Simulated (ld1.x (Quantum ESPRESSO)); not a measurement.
rubidium (Rb), ultrasoft: configuration errors across variants

```
Element                 : rubidium (Rb)
Generator               : ld1.x (Quantum ESPRESSO) 7.5
Type                    : ultrasoft
Functional              : Wu–Cohen
Relativity              : fully relativistic
Frozen core             : [Ar] 3d10
Valence charge          : 9
Reference configuration : 4s2 4p6 4d0 5s0 5p1
Partial waves           : 4s (bound): rcut 2.10, rcutus 2.80 bohr; 5s (bound, empty): rcut 2.10, rcutus 2.80 bohr; 4p (bound): rcut 2.50, rcutus 2.75 bohr; 5p (bound): rcut 2.50, rcutus 2.75 bohr; 4d (bound, empty): rcut 3.90, rcutus 4.55 bohr; 4d channel at 2.3 Ry: rcut 3.90, rcutus 4.55 bohr
Local potential         : all-electron potential smoothed inside 2.40 bohr (lloc = -2)
Core correction         : a·sin(br)/r model core inside 2.40 bohr
Augmentation charge     : PSQ, inside the norm-conserving radii
```

Open shells are filled in proportion to 2j + 1 (rel_dist='average').

All-electron excitation energies from the reference (eV): (1) 4s2 4p6 4d0 5s1 5p0 -1.448; (2) 4s2 4p6 4d0 5s0 5p0 2.570; (3) 4s2 4p6 4d0 5s0.5 5p0 0.076.

On the changes marked as counting shells twice: ld1.x takes every shell without a wave as core, so the model core holds the marked electrons as well and exchange and correlation see them twice. This cancels in the reference configuration, but the file is broken for other ones, and its errors say nothing about a proper core correction.

The overlap operator is not positive definite (basis up to 400 Ry) in “local potential all-electron potential smoothed inside 2.10 bohr (lloc = -1)”. Such files are unfit for use, however small their errors in these radial tests.

Tests that are not counted but printed errors over 1 eV. “core correction a·sin(br)/r model core inside 2.54 bohr”: 4s2 4p6 4d1 5s0 5p0 (solver errors, printed error -507 eV).

1 further variants failed, have other tests or another functional or relativity, and are left out.

Errors AE − PS in meV (a dash: test not solved or not reliable):

```tsv
change	(1)	(2)	(3)	bound ghosts
base	-0.8	-0.1	-0.5	none
waves 4p (bound): rcut 2.50, rcutus 3.06 bohr; 5p (bound): rcut 2.50, rcutus 3.06 bohr	-2.0	-1.4	-1.7	none
core correction a·sin(br)/r model core inside 2.54 bohr	-0.8	-0.1	-0.5	none
wave 4d channel at 2.3 Ry: rcut 3.90, rcutus 4.55 bohr becomes 4d channel at 0.86 Ry: rcut 3.90, rcutus 4.55 bohr	-0.8	-0.1	-0.5	none
local potential all-electron potential smoothed inside 2.10 bohr (lloc = -1)	-0.4	-0.1	-0.3	not determined (overlap not positive)
type TM; waves now 4p (bound): rc 2.75 bohr; 4d (bound): rc 4.55 bohr; 4s (bound): rc 2.80 bohr; local potential the s channel; core correction full core density, not smoothed (it rises at the typed radius of 2.40 bohr, so ld1.x skipped the fit) (5p counted twice)	+522	-355	+188	none
```

Q: Give the same row for: waves 4s (bound): rcut 2.10, rcutus 2.68 bohr; 5s (bound): rcut 2.10, rcutus 2.68 bohr.

A: -0.9, -0.1, -0.6; bound ghosts: none.
